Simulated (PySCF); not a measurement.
Electron correlation in Mg⁺ (magnesium, charge +1)

[Ne] 3p1, 2P determinant (an excited configuration). Calculation: PySCF 2.14, in ANO-RCC-VTZP; scalar relativity by spin-free X2C-1e. Frozen: 1s2; 9 electrons correlated.

```
  level  correlation energy (mhartree)
   CCSD                        -238.71
    (T)                          -0.83
CCSD(T)                        -239.54
```

Diagnostics: T1 = 0.0028, D1 = 0.0074, largest double amplitude 0.022.

Cost of the coupled-cluster step: roughly 0.6 core-seconds, for 9 correlated electrons.

Iterations:

```
CC2 = 0
CCSD nocc = (np.int64(5), np.int64(4)), nmo = (33, 33)
frozen orbitals [[0], [0]]
max_cycle = 100
direct = 0
conv_tol = 1e-08
conv_tol_normt = 1e-06
diis_space = 8
diis_start_cycle = 0
Init t2, MP2 energy = -0.233494224330418
Init E_corr(UCCSD) = -0.233494224336449
cycle = 1  E_corr(UCCSD) = -0.237546815896124  dE = -0.00405259156  norm(t1,t2) = 0.0124294
cycle = 2  E_corr(UCCSD) = -0.238558287153968  dE = -0.00101147126  norm(t1,t2) = 0.00278244
cycle = 3  E_corr(UCCSD) = -0.238707738085916  dE = -0.000149450932  norm(t1,t2) = 0.00103112
cycle = 4  E_corr(UCCSD) = -0.238724280334479  dE = -1.65422486e-05  norm(t1,t2) = 0.000283288
cycle = 5  E_corr(UCCSD) = -0.238709794224005  dE = 1.44861105e-05  norm(t1,t2) = 6.34748e-05
cycle = 6  E_corr(UCCSD) = -0.238710535800541  dE = -7.41576536e-07  norm(t1,t2) = 4.87248e-06
cycle = 7  E_corr(UCCSD) = -0.238710662315666  dE = -1.26515124e-07  norm(t1,t2) = 7.42595e-07
cycle = 8  E_corr(UCCSD) = -0.238710656208998  dE = 6.10666734e-09  norm(t1,t2) = 1.07379e-07
UCCSD converged
E(UCCSD) = -199.7575614592297  E_corr = -0.2387106562089983
UCCSD(T) correction = -0.000826469392051637
```

The basis was made for the ground configuration and has no added diffuse functions, which can raise the energy of the promoted electron.
